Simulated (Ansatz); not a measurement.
Reaction (hydrogen abstraction from the Si–H bond): `[SiH3][SeH]` + F• → `[SiH2][SeH]`• + H–F

Gas-phase electronic energies from Ansatz, PBE0-D4/def2-TZVP geometries. CCSD(T)/CBS is the MP2 limit (def2-TZVPP, def2-QZVPP) plus CCSD(T) − MP2 in def2-TZVPP, frozen cores. This one scheme is used for every species, atoms too. Functionals use def2-TZVPP. No spin–orbit coupling; open shells (•) take unrestricted orbitals. Spin–orbit coupling would lower the free atoms: a little for F. Bonds to Se are less sure, by a few kJ/mol each and by 10 to 20 or more in all where they break to atoms, as the def2 sets lack core-valence functions. Scalar relativity is left out up to krypton.

Problem. Is it downhill or uphill in electronic energy at CCSD(T)/CBS, and by how much? (Estimate.)

Solution. Ansatz gave: Downhill: ΔE = -199.3 kJ/mol.

Problem. What do these levels give: BLYP-D4, B97M-V, BHLYP-D4, PBE0, BHLYP, RPA@PBE/def2-TZVPP? (An estimate is asked.)

Solution. Ansatz gave: BLYP-D4 -212.4, B97M-V -189.2, BHLYP-D4 -160.0, PBE0 -198.2, BHLYP -160.2, RPA@PBE/def2-TZVPP -157.0 kJ/mol.

Problem. What do rigid-rotor, harmonic-oscillator terms from PBE0-D4/def2-TZVP frequencies (298.15 K, 1 bar) make of the CCSD(T)/CBS value? (Estimate.)

Solution. Ansatz gave: ΔZPE = +0.3 kJ/mol, ΔH = -197.1 kJ/mol, ΔS = 14 J/(mol·K), ΔG = -201.2 kJ/mol. Open shells count their whole term as degenerate.

Largest T1 diagnostic among the species: 0.014.

From r2SCAN to r2SCAN0 (25 % exact exchange), in def2-TZVPP and without D4, ΔE moves by +18.6 kJ/mol. In def2-TZVPP, CCSD(T) changes the Hartree–Fock value by −97.6 kJ/mol (the triples alone add −7.8 kJ/mol) and MP2 by −123.4 kJ/mol. At CCSD(T), def2-SVP lies +35.9 kJ/mol from the extrapolated value and def2-TZVPP +11.4 kJ/mol.
